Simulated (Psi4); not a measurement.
C3H8N, doublet (typed; the unrestricted solution is spin-contaminated), at a GFN2-xTB geometry, with bond 8-3 at 2.0 times its length; BLYP/STO-3G (Psi4).

Here is a job for Psi4.
```
memory 2 GB

molecule {
0 2
  C     1.83837788    0.50768624    0.14523692
  N     0.47015236    0.43049383    0.36749993
  C    -0.35118331   -0.32436927   -0.54864423
  C    -1.73716938   -0.54538228    0.04424207
  H     2.31059317   -0.39053467   -0.20746643
  H     2.38702468    1.14489471    0.81266347
  H     0.05420302    1.31043497    0.64595892
  H    -0.53851859    0.68210225   -2.50264859
  H     0.14296480   -1.28515797   -0.71687676
  H    -1.65803034   -1.04878092    1.00444777
  H    -2.33823590   -1.15637235   -0.62364002
  H    -2.24488629    0.40558487    0.19305125
}

set basis sto-3g
set reference uks
set dft_radial_scheme multiexp

energy('blyp')
print_variables()
```

What the program printed (banner, timings and long lists left out):

```
   => Loading Basis Set <=

    Name: STO-3G
    Role: ORBITAL
    Keyword: BASIS

         ---------------------------------------------------------
                                   SCF
               by Justin Turney, Rob Parrish, Andy Simmonett
                          and Daniel G. A. Smith
                              UKS Reference
         ---------------------------------------------------------

  ==> Geometry <==

    Molecular point group: c1
    Full point group: C1

    Geometry (in Angstrom), charge = 0, multiplicity = 2:

       Center              X                  Y                   Z               Mass
    ------------   -----------------  -----------------  -----------------  -----------------
         C            1.809372002561     0.484557590874     0.155040933293    12.000000000000
         N            0.441146482561     0.407365180874     0.377303943293    14.003074004430
         C           -0.380189187439    -0.347497919126    -0.538840216707    12.000000000000
         C           -1.766175257439    -0.568510929126     0.054046083293    12.000000000000
         H            2.281587292561    -0.413663319126    -0.197662416707     1.007825032230
         H            2.358018802561     1.121766060874     0.822467483293     1.007825032230
         H            0.025197142561     1.287306320874     0.655762933293     1.007825032230
         H           -0.567524467439     0.658973600874    -2.492844576707     1.007825032230
         H            0.113958922561    -1.308286619126    -0.707072746707     1.007825032230
         H           -1.687036217439    -1.071909569126     1.014251783293     1.007825032230
         H           -2.367241777439    -1.179500999126    -0.613836006707     1.007825032230
         H           -2.273892167439     0.382456220874     0.202855263293     1.007825032230

  Running in c1 symmetry.

  Rotational constants: A =      0.75530  B =      0.13531  C =      0.12719 [cm^-1]
  Rotational constants: A =  22643.44837  B =   4056.49927  C =   3812.92579 [MHz]
  Nuclear repulsion =  123.258619973335584

  Charge       = 0
  Multiplicity = 2
  Electrons    = 33
  Nalpha       = 17
  Nbeta        = 16

  ==> Algorithm <==

  SCF Algorithm Type is DF.
  DIIS enabled.
  MOM disabled.
  Fractional occupation disabled.
  Guess Type is SAD.
  Energy threshold   = 1.00e-06
  Density threshold  = 1.00e-06
  Integral threshold = 1.00e-12

  ==> Primary Basis <==

  Basis Set: STO-3G
    Blend: STO-3G
    Number of shells: 20
    Number of basis functions: 28
    Number of Cartesian functions: 28
    Spherical Harmonics?: true
    Max angular momentum: 1

  ==> DFT Potential <==

   => LibXC <=

    Version 7.1.2
    S. Lehtola, C. Steigemann, M. J. T. Oliveira, and M. A. L. Marques,  SoftwareX 7, 1–5 (2018) (10.1016/j.softx.2017.11.002)

   => Composite Functional: BLYP <=

    BLYP GGA Exchange-Correlation Functional

    P.J. Stephens et. al., J. Phys. Chem., 98, 11623-11627, 1994
    B. Miehlich et. al., Chem. Phys. Lett., 157(3), 200-206 1989

    Deriv               =              1
    GGA                 =           TRUE
    Meta                =          FALSE

    Exchange Hybrid     =          FALSE
    MP2 Hybrid          =          FALSE

   => Exchange Functionals <=

    1.0000     XC_GGA_X_B88

   => Correlation Functionals <=

    1.0000     XC_GGA_C_LYP

   => LibXC Density Thresholds  <==

    XC_GGA_C_LYP:  1.00E-14
    XC_GGA_X_B88:  1.00E-15

   => Molecular Quadrature <=

    Radial Scheme          =       MULTIEXP
    Pruning Scheme         =           NONE
    Nuclear Scheme         =       TREUTLER

    Blocking Scheme        =         OCTREE
    BS radius alpha        =              1
    Pruning alpha          =              1
    Radial Points          =             75
    Spherical Points       =            302
    Total Points           =         269837
    Total Blocks           =           2013
    Max Points             =            256
    Max Functions          =             27
    Weights Tolerance      =       1.00E-15

   => Loading Basis Set <=

    Name: (STO-3G AUX)
    Role: JKFIT
    Keyword: DF_BASIS_SCF

  ==> Integral Setup <==

  SCF_SUBTYPE=INCORE selected. In-core MEM_DF algorithm will be used.
  Using in-core AOs.

  ==> MemDFJK: Density-Fitted J/K Matrices <==

    J tasked:                   Yes
    K tasked:                    No
    wK tasked:                   No
    Algorithm:                 Core
    Schwarz Cutoff:           1E-12
    Mask sparsity (%):       0.7653
    Fitting Condition:        1E-10

   => Auxiliary Basis Set <=

  Basis Set: (STO-3G AUX)
    Blend: DEF2-UNIVERSAL-JKFIT
    Number of shells: 148
    Number of basis functions: 446
    Number of Cartesian functions: 520
    Spherical Harmonics?: true
    Max angular momentum: 4

  Minimum eigenvalue in the overlap matrix is 2.1335957295E-01.
  Reciprocal condition number of the overlap matrix is 8.8366704685E-02.
    Using symmetric orthogonalization.

  ==> Pre-Iterations <==

  SCF Guess: Superposition of Atomic Densities via on-the-fly atomic UHF (no occupation information).

   -------------------------
    Irrep   Nso     Nmo
   -------------------------
     A         28      28
   -------------------------
    Total      28      28
   -------------------------

  ==> Iterations <==

                           Total Energy        Delta E     RMS |[F,P]|

   @DF-UKS iter SAD:  -169.49062707270815   -1.69491e+02   0.00000e+00
   @DF-UKS iter   1:  -171.25329159403486   -1.76266e+00   9.65211e-03 DIIS/ADIIS
   @DF-UKS iter   2:  -170.76733205948437    4.85960e-01   1.80004e-02 DIIS/ADIIS
   @DF-UKS iter   3:  -171.27190311930229   -5.04571e-01   1.05910e-02 DIIS/ADIIS
   @DF-UKS iter   4:  -171.37374582171407   -1.01843e-01   4.65248e-03 DIIS/ADIIS
   @DF-UKS iter   5:  -171.38636227915012   -1.26165e-02   1.98851e-03 DIIS/ADIIS
   @DF-UKS iter   6:  -171.39228567780916   -5.92340e-03   6.02719e-04 DIIS/ADIIS
   @DF-UKS iter   7:  -171.39312779718796   -8.42119e-04   4.65808e-04 DIIS/ADIIS
   @DF-UKS iter   8:  -171.39334690976983   -2.19113e-04   3.45368e-04 DIIS/ADIIS
   @DF-UKS iter   9:  -171.39347425093609   -1.27341e-04   1.68624e-04 DIIS/ADIIS
   @DF-UKS iter  10:  -171.39351208331286   -3.78324e-05   5.74454e-05 DIIS
   @DF-UKS iter  11:  -171.39351652804308   -4.44473e-06   1.35453e-05 DIIS
   @DF-UKS iter  12:  -171.39351677510356   -2.47060e-07   2.04982e-06 DIIS
   @DF-UKS iter  13:  -171.39351677769042   -2.58686e-09   1.14443e-06 DIIS
   @DF-UKS iter  14:  -171.39351677911162   -1.42120e-09   2.00311e-07 DIIS
  Energy and wave function converged.

  ==> Post-Iterations <==

   Electrons on quadrature grid:
      Nalpha   =   17.0000102645 ; deviation = 1.026e-05
      Nbeta    =   16.0000074404 ; deviation = 7.440e-06
      Ntotal   =   33.0000177048 ; deviation = 1.770e-05

   @Spin Contamination Metric:   1.705935417E-01
   @S^2 Expected:                7.500000000E-01
   @S^2 Observed:                9.205935417E-01
   @S   Expected:                5.000000000E-01
   @S   Observed:                5.000000000E-01

    Orbital Energies [Eh]
    ---------------------

    Alpha Occupied:

       1A    -13.923287     2A     -9.746333     3A     -9.740815
       4A     -9.734365     5A     -0.815038     6A     -0.630117
       7A     -0.549257     8A     -0.507288     9A     -0.393559
      10A     -0.369421    11A     -0.328838    12A     -0.316321
      13A     -0.283213    14A     -0.266570    15A     -0.249671
      16A     -0.131299    17A     -0.048519

    Alpha Virtual:

      18A      0.038103    19A      0.294796    20A      0.307249
      21A      0.374532    22A      0.385660    23A      0.410720
      24A      0.432418    25A      0.435118    26A      0.461176
      27A      0.485880    28A      0.510575

    Beta Occupied:

       1A    -13.922730     2A     -9.746444     3A     -9.744617
       4A     -9.726409     5A     -0.812251     6A     -0.630876
       7A     -0.537457     8A     -0.509380     9A     -0.390516
      10A     -0.368896    11A     -0.331284    12A     -0.312986
      13A     -0.282308    14A     -0.267531    15A     -0.239113
      16A     -0.083242

    Beta Virtual:

      17A      0.027896    18A      0.072578    19A      0.296183
      20A      0.306405    21A      0.378195    22A      0.383538
      23A      0.420794    24A      0.434003    25A      0.434936
      26A      0.460930    27A      0.485033    28A      0.517398

    Final Occupation by Irrep:
              A
    DOCC [    16 ]
    SOCC [     1 ]
    NA   [    17 ]
    NB   [    16 ]

  @DF-UKS Final Energy:  -171.39351677911162

   => Energetics <=

    Nuclear Repulsion Energy =            123.2586199733355841
    One-Electron Energy =                -474.6804269448849141
    Two-Electron Energy =                 206.0318058403795476
    DFT Exchange-Correlation Energy =     -26.0035156479418248
    Empirical Dispersion Energy =           0.0000000000000000
    VV10 Nonlocal Energy =                  0.0000000000000000
    Total Energy =                       -171.3935167791116214

  UHF NO Occupations:
  HONO-2 :   15  A 1.9997757
  HONO-1 :   16  A 1.9112582
  HONO-0 :   17  A 1.0000000
  LUNO+0 :   18  A 0.0887418
  LUNO+1 :   19  A 0.0002243
  LUNO+2 :   20  A 0.0001029
  LUNO+3 :   21  A 0.0000729

Computation Completed

Properties will be evaluated at   0.000000,   0.000000,   0.000000 [a0]

Properties computed using the SCF density matrix

 Multipole Moments:

 ------------------------------------------------------------------------------------
     Multipole            Electronic (a.u.)      Nuclear  (a.u.)        Total (a.u.)
 ------------------------------------------------------------------------------------

 L = 1.  Multiply by 2.5417464519 to convert [e a0] to [Debye]
 Dipole X            :          2.0060158           -1.9858409            0.0201749
 Dipole Y            :          0.6158406           -0.4913469            0.1244937
 Dipole Z            :          1.9514068           -1.2348791            0.7165277
 Magnitude           :                                                    0.7275422

 ------------------------------------------------------------------------------------

  Variable Map:
  ----------------------------------------------------------------------------
  "CURRENT ENERGY"              =>    -171.393516779112
  "CURRENT REFERENCE ENERGY"    =>    -171.393516779112
  "DD SOLVATION ENERGY"         =>       0.000000000000
  "DFT FUNCTIONAL TOTAL ENERGY" =>    -171.393516779112
  "DFT TOTAL ENERGY"            =>    -171.393516779112
  "DFT VV10 ENERGY"             =>       0.000000000000
  "DFT XC ENERGY"               =>     -26.003515647942
  "GRID ELECTRONS ALPHA"        =>      17.000010264465
  "GRID ELECTRONS BETA"         =>      16.000007440355
  "GRID ELECTRONS TOTAL"        =>      33.000017704820
  "NUCLEAR REPULSION ENERGY"    =>     123.258619973336
  "ONE-ELECTRON ENERGY"         =>    -474.680426944885
  "PCM POLARIZATION ENERGY"     =>       0.000000000000
  "PE ENERGY"                   =>       0.000000000000
  "SCF ITERATION ENERGY"        =>    -171.393516779112
  "SCF ITERATIONS"              =>      14.000000000000
  "SCF TOTAL ENERGY"            =>    -171.393516779112
  "TWO-ELECTRON ENERGY"         =>     206.031805840380
  "XC GRID RADIAL POINTS"       =>      75.000000000000
  "XC GRID SPHERICAL POINTS"    =>     302.000000000000
  "XC GRID TOTAL POINTS"        =>  269837.000000000000

  Array Variable Map:
  ----------------------------------------------------------------------------
  "CURRENT DIPOLE"              =>       0.020174933862 ... 0.716527653423 1 by 3
  "SCF DIPOLE"                  =>       0.020174933862 ... 0.716527653423 1 by 3
  "SCF TOTAL ENERGIES"          =>    -169.490627072708 ... -171.393516779112 1 by 15
```
